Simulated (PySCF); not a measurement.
# Electron correlation in Cd (cadmium, neutral)

[Kr] 4d10 5s1 6s1, high-spin 3S determinant (an excited configuration). Calculation: PySCF 2.14, in aug-cc-pwCVDZ-PP with ECP28MDF (6s6p5d3f, 70 functions); a scalar-relativistic core potential. Frozen: 4s2 4p6; 12 electrons correlated.

| level | correlation energy (mhartree) |
| --- | --- |
| CCSD | -368.78 |
| (T) | -8.71 |
| CCSD(T) | -377.49 |

Diagnostics: T1 = 0.011, D1 = 0.0533, largest double amplitude 0.040.

The outer electron is Rydberg-like, and this basis confines it to a smaller radius and binds it less than a complete one would.

Cost of the coupled-cluster step: about 20 core-seconds, for 12 correlated electrons.
